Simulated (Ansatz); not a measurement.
A trace of molecular dynamics of a periodic cell of 13 atoms, Zn12O (host Zn, host structure hcp, interstitial O).

Method: DFT PBEsol, scalar-relativistic, plane waves, PAW in Ansatz 0.2.0. Settings: cutoff 420 eV, k mesh 2x2x2, fermi-dirac smearing 0.15 eV, no spin polarisation.

```
ensemble        : NVT, Nosé–Hoover chain
set temperature : 900 K
thermostat      : time constant 50 fs, chain length 3
seed            : 378964
```

| time (fs) | T (K) | potential energy less start (eV) | conserved less start (meV/atom) |
| --- | --- | --- | --- |
| 0.0 | 900 | 0.000 | 0.00 |
| 4.0 | 889 | 0.017 | 0.00 |
| 8.0 | 857 | 0.067 | 0.00 |
| 12.0 | 806 | 0.146 | 0.00 |
| 16.0 | 743 | 0.248 | 0.01 |
| 20.0 | 674 | 0.360 | 0.01 |
| 24.0 | 607 | 0.471 | 0.01 |
| 28.0 | 552 | 0.569 | 0.02 |
| 32.0 | 510 | 0.648 | 0.02 |
| 36.0 | 485 | 0.707 | 0.01 |
| 40.0 | 471 | 0.751 | 0.01 |
| 44.0 | 466 | 0.789 | 0.01 |
| 48.0 | 464 | 0.828 | 0.01 |
| 52.0 | 461 | 0.873 | 0.01 |
| 56.0 | 457 | 0.924 | 0.01 |
| 60.0 | 459 | 0.970 | 0.02 |
| 64.0 | 474 | 0.999 | 0.02 |
| 68.0 | 506 | 1.003 | 0.02 |
| 72.0 | 549 | 0.990 | 0.01 |
| 76.0 | 589 | 0.981 | 0.01 |
| 80.0 | 612 | 0.992 | 0.01 |
| 84.0 | 615 | 1.030 | 0.01 |
| 88.0 | 599 | 1.092 | 0.01 |
| 92.0 | 569 | 1.171 | 0.01 |
| 96.0 | 533 | 1.257 | 0.02 |
| 100.0 | 495 | 1.341 | 0.02 |
| 104.0 | 463 | 1.417 | 0.02 |
| 108.0 | 440 | 1.478 | 0.02 |

Is this trajectory sound?

The conserved energy stayed within 0.024 meV per atom of its start (net change 0.024 meV per atom), so the integration is sound. The mean temperature of the second half is 42 % below the set value. A run of 0.11 ps of so small a system gives no equilibrium averages. Limits of this set-up: coarse k mesh. The time step was 1 fs.

Run time: 9.3 min on 1 thread of Arm Neoverse V1, with other jobs on the host, peak memory 0.54 GiB.
